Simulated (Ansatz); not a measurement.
Harmonic frequencies (cm⁻¹) at PBE0-D4/def2-TZVP from Ansatz: 118, 176, 199, 256, 336, 380, 503, 566, 682, 813, 819, 887, 928, 2262, 2266.

(1) Which molecule is it?
A. `F[Si@@H]1[Se][Si@@H]1F`
B. `N[SiH]1NP1`
C. `[F][GeH2][C]1=CC1`
D. `O=[CH][AlH][F]`

## Answers

(1) A.
